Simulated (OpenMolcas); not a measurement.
Cu2+: moving the ligands

Cu2+ with 4 ligands (fluoride) in tetrahedral coordination (Td) at 1.88 Å. A charge of +0.5 e stands 2.6 Å behind each ligand. Ligand basis ANO-RCC-VDZP.

- Program: OpenMolcas
- Method: SS-CASPT2, IPEA 0.25 Eh, imaginary shift 0.1 Eh (closed shells correlated: 3s 3p and the ligand valence shells)
- Basis: ANO-RCC-VTZP [6s5p3d2f1g]
- Scalar Hamiltonian: DKH2, point nucleus
- Active space: 9 electrons in 5 orbitals (3d)
- State averaging: 2S+1 = 2 even, 5 roots
- Spin-orbit coupling: RASSI with atomic mean-field integrals over the reference wave functions

Runs around this geometry, states (labels of Td). Energies in cm-1 above the lowest state or level, χT in cm3 K/mol; under a threefold ground state the first gap can be a small split of the lowest multiplet, not the spin-orbit step; 10Dq is the gap between the two states; 10Dq is negative for this site.

```csv
R (Å),Ground state,First state of that spin,10Dq,First gap with spin-orbit (degeneracies),χT at 300 K
1.83,2T2,2E 4780,-4775,"970 (2, 4)",0.730
1.88,2T2,2E 4210,-4214,"950 (2, 4)",0.758
1.99,2T2,2E 3230,-3231,"890 (2, 4)",0.825
```

Taking |10Dq| as R^-n, n = -ln(3231 / 4775) / ln(1.99 / 1.83) = 4.7 between the shortest and longest distance. The point-charge formula for a cubic d site gives n = 5.

An orbital triplet at a regular site is open to Jahn-Teller coupling, which can distort the site and quench the lowest spin-orbit gaps and is left out. A single d shell leaves out the double-shell effect, which counts most for late 3d ions, where the CASPT2 field can be off either way by tens of per cent. Ligand-to-metal charge-transfer states are missing. With one d shell and no ligand orbital active, 10Dq can be off by tens of per cent for divalent 3d ions, low with halides held by bare charges and at times high in hosts. Free-ion shares, where given, are those of the reference states; single-state CASPT2 does not remix them. No measured value stands beside these numbers; the geometry is a model, was not optimised and need not be the one that this ion takes.
